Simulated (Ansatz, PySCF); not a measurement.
Complex: NH3 (SMILES N) (first 4 atoms) with CH4S (SMILES CS); geometry from B3LYP-D3(BJ)/def2-TZVP, rigid monomers moved along the line of their centres of mass till N1···H10 is 2.00 Å.
(charge 0, multiplicity 1):
| atom | x (Å) | y (Å) | z (Å) |
|---|---|---|---|
| N | -0.1745 | 0.0328 | 0.7472 |
| H | -0.1468 | 0.9539 | 0.3249 |
| H | 0.6587 | -0.4635 | 0.4528 |
| H | -0.9752 | -0.4567 | 0.3645 |
| C | 0.6222 | -0.9622 | 4.4644 |
| S | -0.5095 | 0.4074 | 4.0562 |
| H | 1.6257 | -0.7704 | 4.0885 |
| H | 0.6625 | -1.0255 | 5.5506 |
| H | 0.2536 | -1.9087 | 4.0729 |
| H | -0.4057 | 0.2981 | 2.7119 |

Counterpoise-corrected where a basis set is named; no monomer relaxation. Rows marked so take none.

Rows in 6-31G*, STO-3G carry no dispersion term and start afresh at each structure (6-31G* with six Cartesian d functions).

Codes used: Ansatz (Gaussian basis) for Hartree–Fock, density functionals and correlated methods; PySCF for 6-31G* rows, STO-3G rows, the dispersion terms. 

**Question.** One of these levels gives -154.4 meV for the interaction energy. Name it.
A) HF/aug-cc-pV(D+d)Z
B) B3LYP/6-31G* (no counterpoise)
C) HF/STO-3G (no counterpoise)
D) PBE-D3(BJ)/def2-TZVPPD

**Answer.** D, PBE-D3(BJ)/def2-TZVPPD. The others give -41.7 (HF/STO-3G (no counterpoise)), 51.9 (HF/aug-cc-pV(D+d)Z), -183.6 (B3LYP/6-31G* (no counterpoise))

Ansatz is a first-principles code.
